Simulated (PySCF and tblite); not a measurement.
The numbers below are computed, except where a source is named.
System: CH₄BBrO₂, numbered as in [CH3:1][O:2][B:3]([OH:4])[Br:5].

For the rotation about the B3–O4 bond (torsion O2–B3–O4–H from 0° to 180°, rising): electronic barrier 8.44 kcal/mol, zero-point change -1.09 kcal/mol, thermal and entropy terms at 298.15 K a further 0.07 kcal/mol (symmetry numbers apart). The minimum is Cs, the saddle C1. Level: PBE/pcSseg-1 + D3(BJ) on B3LYP-D3(BJ)/def2-SVP stationary points, with GFN2-xTB thermal terms. Rate constants are transition-state-theory values, counting equivalent paths, without tunnelling. (PySCF 2.14 with density fitting, tblite 0.8.)

(1) How many equivalent paths lead out of the minimum?

(2) Work out the rate at 298.15 K.

Spin–orbit effects of heavy atoms on shieldings are missing.

Answers

(1) 2: the symmetry number of the minimum is 1, that of the saddle displaced along its mode 1, and the displaced saddle is chiral while the minimum is not, which doubles the count.

(2) ΔG‡ = 7.42 kcal/mol; k_B T/h = 6.2×10¹² s⁻¹; exp(−ΔG‡/RT) = 3.6×10⁻⁶; times 2 gives k = 4.5×10⁷ s⁻¹. Wigner's tunnelling factor for the 571i cm⁻¹ mode would be 1.32.
